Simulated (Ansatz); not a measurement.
A made-up structure of CH₂BTe (charge +1), closed shell:

B1  (-0.562, 0.075, -0.286)
C2  (0.486, 0.332, 0.208)
Te3  (0.349, -1.801, 0.354)
H4  (-1.391, 0.342, -0.725)
H5  (1.119, 1.052, 0.449)
(Å)

It is relaxed with PBE-D4/def2-SVP and then PBE0-D4/def2-TZVP (Ansatz 0.2.0). Atoms count as bonded within 1.22 times the sum of their covalent radii (H–H: 0.88 Å). The end point is not checked to be a true minimum.

(1) Does its bonding change? (Judge from chemistry; the calculation decides.)

Answers

(1) Computed: No: no bond forms or breaks.

Where it ends: The first stage lowers the energy by 3.68 eV in 7 steps. It ends as CH₂BTe ([BH]1[CH][Te]1), total charge +1:
```xyz
5
angstrom
B -0.6941 0.0607 -0.3503
C 0.6009 0.3153 0.2663
Te 0.4263 -1.6621 0.3786
H -1.7170 0.2947 -0.8811
H 1.3840 0.9914 0.5866
```

Labels in which every atom is bracketed show which atoms are joined, not bond orders.

For scale, one of the runs: PBE0-D4/def2-TZVP relaxation, 124 basis functions, launched by `ansatz run in.yaml --threads 2 --pin off --events-out ev --progress --plain --max-ram 4352MiB`. The run took about 15 s on 2 CPU threads of an Arm Neoverse V2 (shared host).
